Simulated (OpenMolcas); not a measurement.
**d2 ions of charge +3 down a group on the Cd site of KCdF3**

```
Program             : OpenMolcas 26.06
Method              : CASSCF
Spin-orbit coupling : RASSI with atomic mean-field integrals over the reference wave functions
```

The d shell is active. Each dopant is a cluster with its nearest anions in model potentials and point charges, with no relaxation and no local charge compensation. Distances were set from a Shannon-type radius of the metal (high-spin where two are listed) plus a fixed donor radius (F 1.31 Å), in hosts weighted 0.65 to 0.35 with the host's distance in the model lattice. Ligand basis ANO-RCC-VDZP, DKH2 Hamiltonian. States (labels of O, the rotations of Oh). Energies in cm-1 above the lowest state or level, χT in cm3 K/mol; under a threefold ground state the first gap can be a small split of the lowest multiplet, not the spin-orbit step; 10Dq and B are least-squares fits to the states below 45000 cm-1, weighted by degeneracy, with a free offset, and given where the rms deviation is under 5 % of |10Dq| (or 100 cm-1) and under 700 cm-1. Spin-only χT is S(S+1) / 2 for the spin of the ground state.

```tsv
Ion	Shell	R (Å)	Metal basis	Ground state	First state of that spin	10Dq	B (rms of fit)	First gap with spin-orbit (degeneracies)	χT at 300 K	First state of another spin	Spin-only χT
V3+	3d2	2.02	ANO-RCC-VTZP	3T1	3T2 11062	12583	1005 (78)	6.6 (2, 3)	0.889	1T2 14090	1.000
Nb3+	4d2	2.072	ANO-RCC-VTZP	3T1	3T2 24811	26402	694 (84)	21.8 (2, 3)	0.460	1E 9916	1.000
Ta3+	5d2	2.072	ANO-RCC-VTZP	3T1	3T2 29862	31430	664 (96)	207.8 (2, 3)	0.159	1E 9438	1.000
```

|10Dq| changes by factors of 26402 / 12583 = 2.10 from V3+ to Nb3+, 31430 / 26402 = 1.19 from Nb3+ to Ta3+.

B goes from 1005 cm-1 (V3+) to 664 cm-1 (Ta3+).

χT departs most from the spin-only value for Ta3+, by -0.841 cm3 K/mol.

An orbital triplet at a regular site is open to Jahn-Teller coupling, which can distort the site and quench the lowest spin-orbit gaps and is left out. Without dynamic correlation the repulsion within the d shell is too large (B by tens of per cent), so at a given field states of lower spin stand too high. Ligand-to-metal charge-transfer states are missing. With no ligand orbital active B as a rule stays too high, so bands that hang on it stand too high and its fall with covalency is understated. With metal d orbitals alone and no dynamic correlation 10Dq can be off by a tenth to a fifth, either way, in oxide and fluoride hosts (holds for V3+). The least metal-like active orbital is 84 % on the metal (Löwdin) and no ligand orbital is active, so the numbers are rough (holds for Nb3+). With metal d orbitals alone the field can be off either way by tens of per cent (holds for Nb3+; Ta3+). The least metal-like active orbital is 82 % on the metal (Löwdin) and no ligand orbital is active, so the numbers are rough (holds for Ta3+). No measured value stands beside these numbers; the geometry was set by hand and not optimised.
